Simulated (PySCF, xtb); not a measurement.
C4H8OSi, SMILES O[SiH2]/C=C/C=C.

GFN2-xTB run with xtb 6.7.1 at its own geometry gives an orbital gap of 3.44 eV and a dipole moment of 1.45 D.

Coordinates come from a ωB97X-D3(BJ)/def2-SVP optimisation. The structure was generated by enumeration; whether it is a known compound was not checked. The values are those of a single conformer.

**Question.** What does PBE/def2-TZVP (PySCF) give? (The exact figures need the calculation; the answer reports its results.)

**Answer.** gap 3.82 eV (levels -6.00 and -2.18 eV), dipole 1.71 D.
